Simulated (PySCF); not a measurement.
**Property card for `C#C[Si@@](F)(C#CC)OCC`**

C7H9FOSi.
Structure used (GFN2-xTB), in Å, numbered top down from 1:
```
atom  x, y, z in Å
C1     0.6059    3.7170    0.8261
C2     0.3988    2.6830    0.2524
Si3    0.1475    1.1024   -0.6614
F4     0.0583    1.4121   -2.2495
C5     1.5361   -0.0945   -0.4588
C6     2.4385   -0.8782   -0.3061
C7     3.5217   -1.8164   -0.1292
O8    -1.2823    0.5814   -0.1341
C9    -2.0744   -0.5184   -0.4929
C10   -3.1934   -0.6863    0.5224
H11    0.7707    4.6234    1.3339
H12    4.1200   -1.8706   -1.0383
H13    4.1585   -1.4939    0.6941
H14    3.1256   -2.8065    0.0957
H15   -2.4897   -0.3477   -1.4936
H16   -1.4553   -1.4230   -0.5296
H17   -3.7898    0.2210    0.5709
H18   -3.8319   -1.5177    0.2365
H19   -2.7747   -0.8778    1.5071
```

Among its groups: alkyne and C–Si bond.

From GFN2-xTB geometry:

```
Point group of the GFN2-xTB geometry                  : C1
Rotational constants A, B, C of the GFN2-xTB geometry : 1.068, 0.752, 0.549 GHz
```

**PBE0/pcSseg-1 ground state and GIAO shieldings, non-relativistic (PySCF)**

```
Dipole moment                                               : 2.86 D
HOMO energy                                                 : -7.99 eV
LUMO energy                                                 : -0.40 eV
HOMO–LUMO gap                                               : 7.59 eV
Lowest Hirshfeld atomic charge                              : -0.21 e on F4/O8
Highest Hirshfeld atomic charge                             : +0.51 e on Si3
13C chemical shifts (computed TMS as zero) by class         : 109.5 (C6), 96.7 (C1), 87.5 (C2), 81.8 (C5), 61.8 (C9), 20.3 (C10), 5.5 (C7) ppm
1H chemical shifts (computed TMS as zero) by class          : 4.21 (H15), 4.15 (H16), 2.07 (H12/H13/H14), 1.61 (H11), 1.35 (H17/H18/H19) ppm
Isotropic shieldings of nuclei other than C and H, by class : 258 (O8), 310 (F4), 427 (Si3) ppm
Mayer bond orders between heavy atoms                       : C1–C2 2.55, C2–Si3 0.90, Si3–F4 0.97, Si3–C5 0.97, C5–C6 2.52, C6–C7 1.18, Si3–O8 1.08, O8–C9 0.86, C9–C10 1.07
```

Monoisotopic mass (most abundant isotopes): 156.0407 u.

A dipole of 2.86 D is allowed in C1, and pure rotational transitions are dipole-allowed. With B = h/(8π²I), that is 505.379 GHz u Å² over I, the principal moments of inertia are 473.2, 671.7 and 920.0 u Å² (most abundant isotopes). The rotational constants make it an asymmetric top with κ = (2B − A − C)/(A − C) = -0.22, nearer the prolate limit (−1). The dipole equals about 9.5 × 10⁻³⁰ C·m (1 D = 3.33564 × 10⁻³⁰ C·m).

Isolated species at its GFN2-xTB geometry (one conformer only). GFN2-xTB frequencies show an imaginary mode (29i cm⁻¹), so this geometry is no minimum at that level. NMR classes are plain means over equivalent atoms (diastereotopic ones count apart unless rotation or inversion swaps them), as if these changed places fast; in this geometry the members of some classes differ.

For the NMR shielding job (PBE0/pcSseg-1), on an Arm Neoverse V2 with one thread (shared host), this took 57 s wall (grids of density and orbitals included) and 1.1 GiB of memory at its peak.
